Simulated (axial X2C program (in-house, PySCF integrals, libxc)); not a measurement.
## Nuclear properties of GeC⁻

Computed with an in-house all-electron X2C program for linear molecules (integrals from PySCF): two-component X2C with atomic mean-field Coulomb and Gaunt terms, Gaussian nuclei, basis Ge dyall-acv3z, C dyall-av3z with contracted cores.

R = 1.743 Å (near the PBE0 minimum at charge -1 of the determinant lowest at the starting distance; the state shown can have its own minimum elsewhere).

Determinant lowest in the PBE0 search, Ω = 1/2 (⟨Sz⟩ = 0.50, ⟨Lz⟩ = 0.00 at PBE0), spin on the atoms Ge -0.07, C 0.56:

```csv
level,Eeff magnitude (GV/cm),Ws magnitude Ge (kHz),Ws magnitude C (kHz),A∥/gI Ge (MHz),qzz Ge (a.u.),A∥/gI C (MHz),qzz C (a.u.)
PBE0,0.0291,0.0202,0.00941,-31.3,-1.02,180,0.10
HF,0.0278,0.0552,0.0135,198,-1.77,341,0.07
PBE50,0.139,0.0744,0.011,33,-1.29,201,0.08
B3LYP,0.031,0.0725,0.00921,-28.8,-0.92,195,0.09
TPSSh,0.0513,0.0895,0.00897,-25.3,-0.83,190,0.10
```

Determinant 0.33 eV from it at PBE0 and this distance, Ω = 3/2 (⟨Sz⟩ = 0.50, ⟨Lz⟩ = 1.00 at PBE0), spin on the atoms Ge 0.15, C 0.35:

| level | Eeff magnitude (GV/cm) | Ws magnitude Ge (kHz) | A∥/gI Ge (MHz) | qzz Ge (a.u.) | A∥/gI C (MHz) | qzz C (a.u.) |
| --- | --- | --- | --- | --- | --- | --- |
| PBE0 | 0.00191 | 0.0111 | 146 | -4.35 | 27 | -0.85 |
| HF | 0.409 | 0.13 | 226 | -5.00 | 6.16 | -0.86 |
| PBE50 | 0.0232 | 0.0187 | 157 | -4.55 | 21 | -0.89 |
| B3LYP | 0.00554 | 0.013 | 150 | -4.28 | 32.8 | -0.88 |
| TPSSh | 0.0322 | 0.00202 | 163 | -4.20 | 28.4 | -0.85 |

Eeff is the effective electric field on the electron electric dipole moment in this Ω state and Ws the scalar–pseudoscalar constant of the nucleus named (defined with the proton number Z and per Ω); A∥ (defined per Ω) follows by multiplying with gI = μI/(I μN); qzz is the electric field gradient, eQq0 = 234.96 MHz × Q/barn × qzz. The operators were transformed with the bare-nucleus X2C matrices; with these basis sets, hyperfine constants and field gradients can be off by tens of per cent, and where levels differ in sign neither size nor sign is settled.

Problem. With gI(13C) = 1.4048 (g factors from the IAEA table of nuclear moments by Stone), turn the PBE0 values of the first state into constants in MHz.

Solution. A∥(13C) = 180 × 1.4048 = 253 MHz.

Each state is one determinant with collinear spin. Unrestricted Hartree–Fock can overshoot spin polarisation at the nuclei. In the state Ω = 1/2 the sign of Eeff differs between levels (HF, B3LYP, TPSSh against PBE0). In the state Ω = 3/2 the sign of Eeff differs between levels (HF, PBE50, B3LYP against PBE0). For an anion, determinants above electron detachment, or with a positive highest level, are held by the basis set. Where Eeff spreads by more than a factor of two the levels disagree and none is to be relied on. States lie within half an eV, so the first need not be the ground state. The sign of Ws at Ge differs between levels in the first state. Further determinants of the search, some of them spin-mixed, are not shown. Where a field gradient or hyperfine factor spreads by more than a factor of two over the levels, a constant derived from it is not to be relied on. PBE0 term energies can be off by some tenths of an eV.
